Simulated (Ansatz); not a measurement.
Pulling on the B1–Cl2 bond in BCl (multiplicity 1 held). Energies count from the point at 1.722 Å.


U- levels take the lowest unrestricted solution at each point, which mixes spins at long bonds. Active spaces are followed from rest. Levels need not reach the same state.

Cores are frozen in the correlated methods.

Codes used: Ansatz (Gaussian orbitals). Values without a source in brackets are computed.

Energies in eV.

```tsv
R (Å)	U-PBE/cc-pV(T+d)Z	U-CCSD(T)/cc-pV(T+d)Z	CASSCF(10,8)/cc-pV(T+d)Z	FIC-MRCISD+Q on CASSCF(10,8)/cc-pV(T+d)Z
1.377	2.55	2.61	2.39	2.65
1.549	0.47	0.47	0.49	0.46
1.722	0.00	0.00	0.00	0.00
1.894	0.20	0.23	0.21	0.23
2.066	0.66	0.73	0.69	0.73
2.324	1.49	1.62	1.54	1.61
2.582	2.30	2.48	2.36	2.46
3.013	3.39	3.78	3.49	3.62
3.443	4.14	4.65	4.25	4.43
3.960	4.61	5.02	4.64	4.93
4.648	4.86	5.12	4.76	5.09
5.509	4.98	5.14	4.79	5.11
6.886	5.03	5.14	4.79	5.12
```

Doubts at one or more of the structures used: a spin-contaminated determinant (U-PBE/cc-pV(T+d)Z, U-CCSD(T)/cc-pV(T+d)Z); T1 above 0.05 (U-CCSD(T)/cc-pV(T+d)Z); the program's own flag: other amplitudes (U-CCSD(T)/cc-pV(T+d)Z).

Ansatz is a first-principles code.
